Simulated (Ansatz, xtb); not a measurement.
# CH2ClFGa: where a starting geometry ends

The starting geometry of this gas-phase doublet was built from a drawn formula by distance geometry; its bonds are those of `F[C](Cl)[GaH2]`.

```xyz
6

C     0.5266   -2.2072    1.5513
Cl    1.4048   -3.4445    0.6412
F     1.0825   -2.0954    2.7670
Ga    0.6330   -0.5834    0.3292
H    -0.3319    0.6432    0.8119
H     1.4779   -0.3753   -0.9732
```

Question: Predict what it relaxes into with r2SCAN-D4/def2-SVP.

Answer: It keeps its bonds, and is `F[C](Cl)[GaH2]`.

The energy falls by 0.68 eV over 9 steps:

```
step  E − E(last) (eV)
   1             0.676
   2             0.305
   3             0.214
   4             0.090
   5             0.017
   6             0.006
   7             0.001
   8             0.000
   9             0.000
```

Final geometry (Å):

```xyz
6

C     0.9106   -2.0693    1.3912
Cl    1.6770   -3.5169    0.8292
F     0.5300   -2.1748    2.6612
Ga    0.6250   -0.4715    0.3280
H    -0.0863    0.7032    1.0520
H     1.1367   -0.5334   -1.1343
```

From the same start GFN2-xTB ends elsewhere, differing in Cl2–Ga4 (2.37 against 3.26 Å here).

No frequencies were run, so the end isn't proven a minimum. Open shells are spin-unrestricted. Run with Ansatz 0.2.0, 44 s on 2 threads of Intel(R) Xeon(R) Platinum 8259CL CPU @ 2.50GHz (Skylake/Cascade Lake) (shared host).
